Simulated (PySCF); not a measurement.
Species: H7NOSi2.
InChI=1S/H7NOSi2/c1-4-2-3/h1,4H2,3H3

Computed with PySCF at wB97X-D/def2-SVPD, non-relativistic, on one gas-phase PBE0-D3(BJ)/def2-SVP geometry that isn't relaxed in the solvent. The solvent is an IEF-PCM continuum (van der Waals radii × 1.2), and excitations are vertical TDDFT with non-equilibrium linear response and a frozen core. The model holds no explicit solvent molecules, cavitation or dispersion.

Gas-phase singlets (H = HOMO, L = LUMO):

```
state  E (eV)  λ (nm)      f  leading configuration
   S1   6.943     179  0.066                H→L 74%
   S2   7.560     164  0.002              H-1→L 66%
   S3   7.771     160  0.013              H-2→L 30%
   S4   8.238     151  0.042              H-2→L 22%
   S5   8.303     149  0.059            H-1→L+1 53%
```

Problem. Give the list for chloroform (ε = 4.711), n² = 2.09.

Solution. 
| state | E (eV) | λ (nm) | f | leading configuration | change by rank (eV) |
| --- | --- | --- | --- | --- | --- |
| S1 | 7.004 | 177 | 0.093 | H→L 64% | +0.061 |
| S2 | 7.576 | 164 | 0.003 | H-1→L 71% | +0.016 |
| S3 | 7.745 | 160 | 0.024 | H-2→L 28% | -0.026 |
| S4 | 8.140 | 152 | 0.053 | H-2→L 33% | -0.098 |
| S5 | 8.364 | 148 | 0.112 | H-1→L+1 56% | +0.061 |

Problem. The ground-state energy changes by -0.100 eV from gas to chloroform. By how much does the total energy of gas-phase S1 change?

Solution. E(S1) = E(S0) + excitation energy, so it changes by -0.100 + 0.061 = -0.039 eV: it is lowered less than the ground state, which is what a blue shift means. This is the vertical state, with the slow part of the continuum still set for S0.

Problem. How do the frontier levels move from gas to chloroform?

Solution. 
```tsv
orbital	gas (eV)	solvent (eV)	change (eV)
LUMO+2	2.64	2.71	+0.07
LUMO+1	2.15	2.22	+0.07
LUMO	1.77	1.87	+0.10
HOMO	-9.79	-9.66	+0.13
HOMO-1	-10.42	-10.41	+0.01
HOMO-2	-10.92	-10.91	+0.01
HOMO-3	-11.54	-11.51	+0.03
```

The HOMO–LUMO gap goes from 11.55 to 11.53 eV.

Shape of the structure used: `[NH2:1][SiH2:2][O:3][SiH3:4]`: N1–Si2–O3–Si4 -45°, H–N1–Si2–O3 -71°, H–N1–Si2–O3 83°.

Note: wB97X-D ran without an empirical dispersion term, which enters the total energy and its gradient alone.
